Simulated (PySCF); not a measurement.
WOF₃, SMILES [F][W](=[O])([F])[F] (connectivity only; charge and spin as stated), neutral, multiplicity 2.

The structure is a stationary point at r2SCAN-D4/def2-SVP. The spin state was assumed, not searched. The isomer is the one that the SMILES or the coordinates give; other isomers of the formula were not compared. The def2 effective core potentials stand for the cores of W; spin–orbit coupling is left out.

Computed with PBE/def2-TZVP run with PySCF.

The total energy is -441.91072 hartree, the point group comes out as Cs and the α spin, highest occupied and lowest empty level comes out as -5.64 and -4.29 eV. The β spin, highest occupied and lowest empty level comes out as -9.26 and -4.20 eV, the dipole moment is 0.66 D and the quadrupole, principal values (traceless, Buckingham form, about the centre of nuclear charge) is -3.41, -0.56, 3.97 D·Å. The mean static polarisability is 41.3 bohr³ (6.13 Å³), the polarisability, principal values is 38.4, 40.1, 45.5 bohr³ and the ⟨S²⟩ is 0.752 (pure state 0.75).
